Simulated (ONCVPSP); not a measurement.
How hard is this O ONCV potential?

```json
{"Element": "oxygen (O)", "Generator": "ONCVPSP 4.0.1", "Type": "optimised norm-conserving Vanderbilt (ONCV)", "Functional": "LDA (Perdew-Zunger)", "Relativity": "scalar-relativistic", "Frozen core": "[He]", "Valence charge": "6", "Reference configuration": "2s2 2p4", "Partial waves": "2s: rc 0.75 bohr, ncon 5, nbas 9, qcut 9 1/bohr, 1 projector; 2p: rc 1.70 bohr, ncon 3, nbas 7, qcut 8.4 1/bohr, 2 projectors, debl 2.1 Ha", "Local potential": "polynomial inside 0.55 bohr (lpopt 3, dvloc0 2 Ha)", "Core correction": "Teter function fitted to the true core (icmod 2), fcfact 0.6"}
```

Question: For each optimised wave give the share of its norm inside rc, the residual kinetic energy above qcut (Ha) and the cutoffs (Ha) for errors of 10, 1, 0.1 and 0.01 mHa per electron.

Answer:

```csv
wave,norm inside rc,residual KE,10 mHa,1 mHa,0.1 mHa,0.01 mHa
2s,0.228,1.0e-03,28.2,40.7,90.6,249.0
2p,0.781,3.6e-07,18.2,23.4,27.6,30.7
p projector 2,0.140,2.6e-06,19.2,25.2,29.5,33.4
```

The occupied waves need 41 Ha and 91 Ha for 1 and 0.1 mHa. Its largest configuration-test error is +1505 meV.
